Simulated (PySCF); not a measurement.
3-ethylideneoxetane (C5H8O), SMILES C1C(=CC)CO1.

Geometry optimised at PBE0-D3(BJ)/def2-SVP.

Two levels are set side by side: TDDFT-PBE/def2-SVPD (PySCF) and TDDFT-LC-ωPBE/def2-SVPD (PySCF). Vertical, same geometry. The lowest singlet is HOMO→LUMO 83 %, HOMO−1→LUMO 17 % with PBE and HOMO→LUMO+1 98 % with the other functional; states are paired by order. Differences are taken from unrounded values.

| quantity | TDDFT-LC-ωPBE | TDDFT-PBE | TDDFT-PBE minus TDDFT-LC-ωPBE |
|---|---|---|---|
| lowest singlet excitation (eV) | 6.85 | 5.06 | -1.80 |
| lowest triplet excitation (TDA) (eV) | 4.06 | 4.07 | 0.01 |
| first bright state (f over 0.05) (eV) | 6.85 | 6.81 | -0.04 |
| its oscillator strength | 0.29 | 0.30 | 0.00 |

A lower first singlet is the usual sign of a functional without exact exchange. Differences between two approximate levels are no errors against the true value.

Rough cost on one machine, each run with all the roots and properties that it gave: TDDFT-LC-ωPBE against TDDFT-PBE about 9 times.
